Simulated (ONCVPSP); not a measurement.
**What one change does to a pseudopotential (Cd (Z = 48), ONCV)**

* Element: Cd
* Generator: ONCVPSP 4.0.1
* Type: optimised norm-conserving Vanderbilt (ONCV)
* Functional: LDA (Perdew-Wang 92)
* Relativity: scalar-relativistic
* Frozen core: [Kr]
* Valence charge: 12
* Reference configuration: 4d10 5s1 5p1
* Partial waves: 5s: rc 2.05 bohr, ncon 3, nbas 7, qcut 3.1 1/bohr, 2 projectors, debl 4 Ha; 5p: rc 2.15 bohr, ncon 4, nbas 7, qcut 4.5 1/bohr, 1 projector; 4d: rc 1.05 bohr, ncon 5, nbas 8, qcut 9.6 1/bohr, 2 projectors, debl 1.6 Ha
* Local potential: polynomial inside 0.85 bohr (lpopt 5, dvloc0 0 Ha)
* Core correction: Teter function, fcfact 2, rcfact 1.65

All-electron outer shells of the reference configuration (LDA (PZ), scalar-relativistic, ld1.x):

```csv
shell,level (eV),outermost node (bohr),outermost maximum (bohr)
4s,-107.78,0.43,0.79
4p,-68.93,0.43,0.84
4d,-13.78,0.42,0.98
5s,-7.22,1.06,2.29
5p,-2.26,1.19,3.09
```

Change: p: rc 2.14.

Cutoffs: the cutoffs (Ha) at which the residual kinetic energy of the hardest occupied pseudo-wave falls to 1 and 0.1 mHa per electron; they do not see the model core or the augmentation charge, which bear on the density cutoff. Errors are all-electron minus pseudo energies relative to the spin-unpolarised reference configuration.

Problem. How do hardness, ghosts and transferability respond?

Solution. The potential gets neither clearly harder nor softer (42 Ha and 98 Ha → 42 Ha and 98 Ha); both files keep a bound ghost (p, s); the errors of the 4 common tests hardly move.

```csv
quantity,base,changed
"cutoff, loose",42 Ha,42 Ha
"cutoff, tight",98 Ha,98 Ha
loose cutoff by channel,"s 4.8 Ha, p 3.4 Ha, d 42 Ha","s 4.8 Ha, p 3.5 Ha, d 42 Ha"
bound ghosts,"s, p","s, p"
GHOST(+) flags under 300 eV,s at 110.1 eV,s at 110.1 eV
"error for 4d10 5s2 5p0, meV [ΔE -4.79 eV]",-1.6,-1.6
"error for 4d10 5s1 5p0, meV [ΔE 4.83 eV]",-2.1,-2.0
"error for 4d10 5s0 5p0, meV [ΔE 22.35 eV]",-21,-21
"error for 4d9 5s2 5p0, meV [ΔE 13.36 eV]",-99,-100
s: phases at 2.08 bohr within 0.05 rad from the reference energy up to (Ha; the scan ends near 5),n/a,n/a
p: phases at 2.18 bohr within 0.05 rad from the reference energy up to (Ha; the scan ends near 5),0.5,0.4
d: phases at 1.06 bohr within 0.05 rad from the reference energy up to (Ha; the scan ends near 5),to the end of the scan,to the end of the scan
"rms error of d²Exc/dni dnj with the model core, mHa",1.24,1.24
```

 A true bound ghost makes a file unfit for plane-wave use even where its test errors are small: the radial tests pick states by their node count and pass the ghost by.
